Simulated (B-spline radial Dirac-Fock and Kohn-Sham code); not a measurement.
# Electron momentum distribution of P⁴⁺: Compton profiles

System: phosphorus as P⁴⁺ in the configuration [Ne] 3s1, inside a Watson sphere of charge -4 and radius 2.7 Å (a model of the Madelung potential; inside it an electron's potential energy is raised by 21.3 eV).

Level of theory: the impulse approximation on configuration-average Dirac-Fock orbitals; a radial atomic solver. pz is in atomic units of momentum; subshell profiles are per electron, for a selection of subshells; open shells are spread over both j values by their weights.

| pz | J total | J 1s1/2 | J 2p1/2 | J 2p3/2 | J 3s1/2 |
| --- | --- | --- | --- | --- | --- |
| 0.4 | 1.893 | 0.0587 | 0.133 | 0.133 | 0.500 |
| 0.5 | 1.803 | 0.0586 | 0.132 | 0.133 | 0.421 |
| 0.6 | 1.709 | 0.0585 | 0.132 | 0.133 | 0.341 |
| 0.8 | 1.537 | 0.0583 | 0.132 | 0.132 | 0.203 |
| 1 | 1.401 | 0.0580 | 0.130 | 0.131 | 0.110 |
| 1.2 | 1.299 | 0.0576 | 0.129 | 0.129 | 0.0592 |
| 1.4 | 1.220 | 0.0572 | 0.126 | 0.126 | 0.0384 |
| 1.6 | 1.151 | 0.0567 | 0.122 | 0.122 | 0.0327 |
| 1.8 | 1.082 | 0.0561 | 0.117 | 0.118 | 0.0321 |
| 2 | 1.012 | 0.0555 | 0.112 | 0.112 | 0.0317 |
| 2.5 | 0.8305 | 0.0537 | 0.0958 | 0.0959 | 0.0249 |
| 3 | 0.6609 | 0.0516 | 0.0785 | 0.0785 | 0.0150 |
| 4 | 0.4079 | 0.0468 | 0.0481 | 0.0479 | 0.00378 |
| 5 | 0.2589 | 0.0415 | 0.0276 | 0.0274 | 0.000954 |
| 7 | 0.1226 | 0.0309 | 0.00878 | 0.00867 | 0.000484 |
| 10 | 0.05255 | 0.0180 | 0.00176 | 0.00172 | 0.000357 |
| 15 | 0.01631 | 0.00665 | 0.000183 | 0.000177 | 0.000113 |
| 20 | 0.005727 | 0.00247 | 2.93e-05 | 2.80e-05 | 3.50e-05 |
| 30 | 0.0009628 | 0.000433 | 1.80e-06 | 1.66e-06 | 4.92e-06 |
| 40 | 0.0002294 | 0.000104 | < 1e-6 | < 1e-6 | 1.07e-06 |
| 60 | 2.636e-05 | 1.21e-05 | < 1e-6 | < 1e-6 | < 1e-6 |

Question: What is the peak value J(0), and which subshell contributes most to it?

Answer: J(0) = 2.096. The 3s1/2 subshell gives the largest part, 33 %.

Mean momentum ⟨p⟩ by subshell (a.u.): 1s1/2 12.4, 2s1/2 3.64, 2p1/2 4.84, 2p3/2 4.82, 3s1/2 1.42.

Values without a named source are computed, but for edge energies of neutral atoms, which are taken from tables.
